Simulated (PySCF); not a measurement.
i-BuOEt, C6H14O.
Cartesian coordinates in Å at the PBE0-D3(BJ)/def2-SVP level; atoms count from 1:
```
atom  x, y, z in Å
C1     2.6950    0.5609   -0.9051
C2     2.2938   -0.2093    0.3406
O3     0.9804   -0.6961    0.3073
C4    -0.0168    0.2592    0.5266
C5    -1.3801   -0.4125    0.4980
C6    -1.6233   -1.1040   -0.8370
C7    -2.4731    0.5974    0.8223
H8     3.7645    0.8190   -0.8677
H9     2.5181   -0.0497   -1.8037
H10    2.1315    1.4999   -1.0139
H11    2.4459    0.4182    1.2434
H12    2.9402   -1.0941    0.4542
H13    0.1390    0.7569    1.5076
H14    0.0088    1.0589   -0.2439
H15   -1.3665   -1.1838    1.2892
H16   -1.6675   -0.3656   -1.6559
H17   -2.5764   -1.6551   -0.8323
H18   -0.8119   -1.8099   -1.0617
H19   -2.5094    1.3973    0.0636
H20   -3.4626    0.1161    0.8404
H21   -2.3142    1.0727    1.8033
```

Computed with PySCF at PBE0/def2-SVPD, non-relativistic, on one gas-phase PBE0-D3(BJ)/def2-SVP geometry that isn't relaxed in the solvent. The solvent is an IEF-PCM continuum (van der Waals radii × 1.2). The model holds no explicit solvent molecules, cavitation or dispersion.

Gas phase at PBE0/def2-SVPD: HOMO -7.34 eV, LUMO 0.74 eV, dipole 1.07 D.

Q: What does the continuum do to the energy, the frontier levels and the dipole at PBE0/def2-SVPD in chloroform?

A: 
```
   solvent      ε  E(solvent) − E(gas) (kcal/mol)  polarisation term (kcal/mol)  distortion of the solute (kcal/mol)  HOMO (eV)  LUMO (eV)  dipole (D)
chloroform  4.711                           -1.79                         -1.99                                 0.20      -7.33       0.86        1.40
```

Polarisation term: ½ Σ q·V over the induced surface charges. Distortion: the rise of the solute's own energy as its density leaves the gas-phase optimum.

Q: Which radius a makes the point-dipole formula ΔE = −[(ε − 1)/(2ε + 1)]·μ²/a³ give the value in chloroform, with the gas-phase dipole?

A: μ = 0.421 au and |ΔE| = 0.00286 Eh give a = 1.48 Å; the farthest nucleus lies 3.97 Å from the centroid of the nuclei, so such a sphere wouldn't even hold the nuclei. The formula assumes a rigid point dipole at the centre of a sphere.

Q: Give the dipole vector in the frame of the coordinates (D, pointing from negative to positive charge), gas and chloroform.

A: Gas (0.36, 0.99, 0.17), solvent (0.39, 1.33, 0.24). Its length changes by +31 % and its direction by 4°.

Q: How does the static polarisability (PBE0/def2-SVPD, frozen core, with the continuum's full static response) change?

A: 
```json
{"medium": "gas", "isotropic (au)": "81.3", "principal values (au)": "72.9, 77.8, 93.2", "⟨r²⟩ of the electrons (bohr²)": "1143.6"}
{"medium": "chloroform", "isotropic (au)": "99.0", "principal values (au)": "92.1, 96.7, 108.3", "⟨r²⟩ of the electrons (bohr²)": "1142.9"}
```

The isotropic value in chloroform is 1.22 times the gas-phase one; no cavity-field correction is applied. ⟨r²⟩ is taken about the centre of nuclear charge.
